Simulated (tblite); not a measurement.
A tight-binding relaxation on `C=CCB1OC2=CC=CC=C2O1`.

Computed with GFN2-xTB geometry optimisation, gas phase (tblite 0.8.0). Start geometry: from a force field or distance geometry. A driver script takes a list of jobs; this job's settings line and coordinates (Å) are shown.

Command:
```bash
OMP_NUM_THREADS=1 python probes_run.py task.json out
```

Input:
```
{"job": {"kind": "relax", "xc": "GFN2-xTB", "basis": "xTB"}, "charge": 0, "multiplicity": 1}
C      3.087600     0.664700    -1.363600
C      3.157400    -0.131400    -0.307000
C      2.380200    -1.412500    -0.198500
B      0.840800    -1.093500     0.102500
O      0.340700    -0.708400     1.460700
C     -0.909800    -0.166400     1.172600
C     -1.815300     0.340400     2.098500
C     -3.027300     0.858400     1.631100
C     -3.309700     0.856000     0.246100
C     -2.384700     0.347200    -0.667900
C     -1.183300    -0.162100    -0.180700
O     -0.146300    -0.700500    -0.924400
H      2.419200     0.426900    -2.184500
H      3.674100     1.575900    -1.407600
H      3.830100     0.138100     0.516500
H      2.773500    -2.027700     0.637300
H      2.455600    -1.984700    -1.142800
H     -1.592300     0.325100     3.160700
H     -3.759500     1.253200     2.331300
H     -4.249600     1.261500    -0.105300
H     -2.590300     0.356700    -1.730200
```

Output:
```
step      E/eV     max force
  0    -905.05574    3.302
  1    -905.37987    1.655
  2    -905.48422    0.905
  3    -905.50562    0.403
  4    -905.52046    0.444
  5    -905.52914    0.405
  6    -905.53761    0.208
  7    -905.54275    0.197
  8    -905.54678    0.256
  9    -905.55010    0.223
... (74 lines left out)
 84    -905.60348    0.021
 85    -905.60356    0.023
 86    -905.60363    0.020
 87    -905.60368    0.014
 88    -905.60371    0.013
 89    -905.60375    0.013
 90    -905.60380    0.016
 91    -905.60384    0.017
 92    -905.60386    0.013
 93    -905.60387    0.010
```

«max force» is the largest atomic force in eV/Å.

Task: From which step on does the largest force stay under 0.1 eV/Å, and how much energy is left to gain from there?

Result: From step 60 (0.078 eV/Å), 5.3 meV above the end.

Main results: energy lowered by 12.6 kcal/mol over 93 steps; largest atomic force 0.010 eV/Å at the end.

Task: Where do the atoms end?

Result: 0.447 Å rms from the input after alignment:
```
atom  x, y, z in Å
C1     3.7467    0.4030   -1.4474
C2     3.1741   -0.0661   -0.3552
C3     2.2203   -1.2254   -0.3247
B4     0.7583   -0.7289    0.0428
O5     0.3179   -0.4602    1.3243
C6    -0.9698   -0.0430    1.1979
C7    -1.8724    0.3407    2.1685
C8    -3.1374    0.7109    1.7356
C9    -3.4790    0.6985    0.3901
C10   -2.5722    0.3165   -0.5879
C11   -1.3139   -0.0545   -0.1600
O12   -0.2397   -0.4790   -0.8776
H13    3.5658   -0.0356   -2.4146
H14    4.4200    1.2427   -1.4224
H15    3.3662    0.3941    0.6049
H16    2.5666   -1.9367    0.4274
H17    2.2229   -1.7207   -1.2952
H18   -1.6018    0.3484    3.2117
H19   -3.8732    1.0152    2.4643
H20   -4.4754    0.9907    0.0955
H21   -2.8329    0.3063   -1.6335
```

The run took 4.3 s wall, 2.6 s CPU on AMD EPYC, one thread, no GPU (shared host).
Labels such as C1 count atoms from 1, the log's own numbers from 0.
